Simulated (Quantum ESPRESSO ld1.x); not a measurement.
Results of a calculation; reference values are marked as such.
La I, configuration [Xe] 5d1 6s1 6p1 (not the ground configuration).

Code: ld1.x of Quantum ESPRESSO 7.5. Model: scalar-relativistic Kohn-Sham, B86b exchange with PBE correlation, spin-unpolarised, spherical densities, point nucleus.

Energy parts (eV):
part                     energy
total                 -231134.8
kinetic                244499.6
electron-nucleus      -559277.9
Hartree                 89192.1
exchange-correlation    -5548.6

Orbitals (lengths in bohr, moments of r in powers of bohr; <r^-3> diverges for s and p1/2; r(max) is where P^2 peaks):
orbital	occ.	eigenvalue (eV)	<r>	r(max)	<r^2>	<r^-3>
1s	2	-38757.8	0.02507	0.01607	0.0008535	-
2s	2	-6170.73	0.1074	0.09093	0.01362	-
2p	6	-5530.38	0.09424	0.07313	0.01084	7488
3s	2	-1320.78	0.2851	0.2604	0.09289	-
3p	6	-1116.33	0.2832	0.2548	0.09294	1486
3d	10	-822.690	0.2600	0.2101	0.07970	203.9
4s	2	-267.644	0.6541	0.6083	0.4826	-
4p	6	-201.168	0.6930	0.6353	0.5458	316.8
4d	10	-104.993	0.7675	0.6717	0.6830	35.53
5s	2	-40.0413	1.556	1.409	2.719	-
5p	6	-23.4968	1.800	1.586	3.668	46.40
5d	1	-3.9733	2.907	2.191	10.12	2.412
6s	1	-4.3004	4.350	3.769	21.36	-
6p	1	-1.8662	5.757	4.899	37.69	3.437
7s	0	-0.3544	12.07	10.47	166.0	-

The highest occupied level is 6p at -1.866 eV. The density falls to 0.001 e/bohr^3 at r = 5.60 bohr. Summed over all electrons, <r^2> = 109.3 bohr^2, which gives a Langevin (diamagnetic) susceptibility term of -86.6 x 10^-6 cm^3/mol.

Run on one thread of a shared host, so times are rough (Intel(R) Xeon(R) Processor @ 2.60GHz): 0.52 s of CPU time, 1.2 s wall, 26 iterations on 2083 mesh points.
